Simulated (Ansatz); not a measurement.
Computed with Ansatz on PBE0-D4/def2-TZVP structures; ΔE is electronic, products minus reactants. CBS: MP2 limit from def2 TZ/QZ plus the TZ coupled-cluster correction, frozen cores. This one scheme is used for every species. Functionals use def2-TZVPP. Each species was taken in one conformer, which may not be the lowest.

`COC(=N)[SiH2]F` + H₂O → `COC(=N)O` + `F[SiH3]`  (formal hydrolysis of a C–Si bond)

```tsv
level	ΔE (kcal/mol)
PBE-D4	4.7
ωB97X-V	2.6
r2SCAN	2.9
PBE0	2.4
HF/def2-TZVPP	-1.5
CCSD(T)/def2-TZVPP	4.8
MP2/def2-QZVPP	6.7
HF/CBS(def2)	-1.2
```

Question: What does CCSD(T)/CBS give? (An estimate is asked.)

Answer: Computed: +6.7 kcal/mol. The listed levels differ from it by -2.0, -4.1, -3.8, -4.3, -8.2, -1.9, 0.0, -7.9 kcal/mol.

Largest T1 diagnostic among the species: 0.014.

The D4 term adds +1.7 kcal/mol with B3LYP and +0.9 kcal/mol with PBE0; it sums over pairs of atoms, weighted by their polarisabilities, and B3LYP, whose exchange is more repulsive, gets the larger term. In def2-TZVPP, CCSD(T) changes the Hartree–Fock value by +6.3 kcal/mol (the triples alone add +0.7 kcal/mol) and MP2 by +7.0 kcal/mol. From PBE to PBE0 (25 % exact exchange), in def2-TZVPP and without D4, ΔE moves by −1.3 kcal/mol.

B3LYP here is the variant with VWN-RPA as its local correlation; programs differ in this.
